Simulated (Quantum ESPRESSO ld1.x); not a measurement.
Species: Li. Configuration: [He] 2s1. All-electron calculation, scalar-relativistic Kohn-Sham, exchange-only LDA, spin-polarised, spherical densities, point nucleus; open shells are filled with parallel spins first. Program: ld1.x of Quantum ESPRESSO 7.5.

Radial electron density D(r) = 4 pi r^2 rho(r):

```
   r/bohr * D(r) (the largest magnitude, 2.76, reaches the edge; | marks zero)
  0.06623 |         *
  0.08763 |              *
    0.115 |                      *
   0.1522 |                               *
   0.1998 |                                         *
   0.2643 |                                                  *
   0.3469 |                                                      *
    0.459 |                                                   *
   0.6025 |                                         *
   0.7972 |                          *
    1.046 |             *
    1.385 |     *
    1.817 |   *
    2.405 |    *
    3.156 |    *
    4.176 |   *
    5.482 | *
    7.195 |*
     9.52 *
     12.5 *
```

D(r) has 2 maxima, at r = 0.364, 3.13 bohr, and minima at 1.83 bohr, inside which lie 2.05 electrons.
